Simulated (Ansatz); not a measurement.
Calculated with Ansatz (gas phase, PBE0-D4/def2-TZVP geometries, no zero-point term in ΔE). CCSD(T)/CBS adds triple-zeta CCSD(T) − MP2 to the extrapolated MP2 energy (def2 sets, frozen cores). This one scheme is used for every species. Functionals use def2-TZVPP. B3LYP here is the variant with VWN-RPA as its local correlation; programs differ in this. Each species was taken in one conformer, which may not be the lowest.

Reaction (formal hydrolysis of the Al–Si bond): `[NH2][Al]([OH])[SiH2]Cl` + H₂O → `[NH2][Al]([OH])[OH]` + `[SiH3]Cl`

```csv
level,ΔE (kcal/mol),difference from CCSD(T)/CBS
PBE,-25.4,4.2
B3LYP,-31.2,-1.6
MP2/def2-TZVPP,-32.2,-2.6
CCSD/def2-TZVPP,-31.0,-1.4
HF/def2-QZVPP,-35.5,-5.9
MP2/def2-QZVPP,-31.9,-2.3
SCS-MP2/def2-QZVPP,-32.6,-3.0
HF/CBS(def2),-35.5,-5.9
MP2/CBS(def2),-31.5,-1.9
CCSD/CBS(def2),-30.4,-0.8
CCSD(T)/CBS,-29.6,0
```

Largest T1 diagnostic among the species: 0.011.

In def2-TZVPP, CCSD(T) changes the Hartree–Fock value by +4.9 kcal/mol (the triples alone add +0.8 kcal/mol) and MP2 by +2.9 kcal/mol. From PBE to PBE0 (25 % exact exchange), in def2-TZVPP and without D4, ΔE moves by −1.4 kcal/mol.
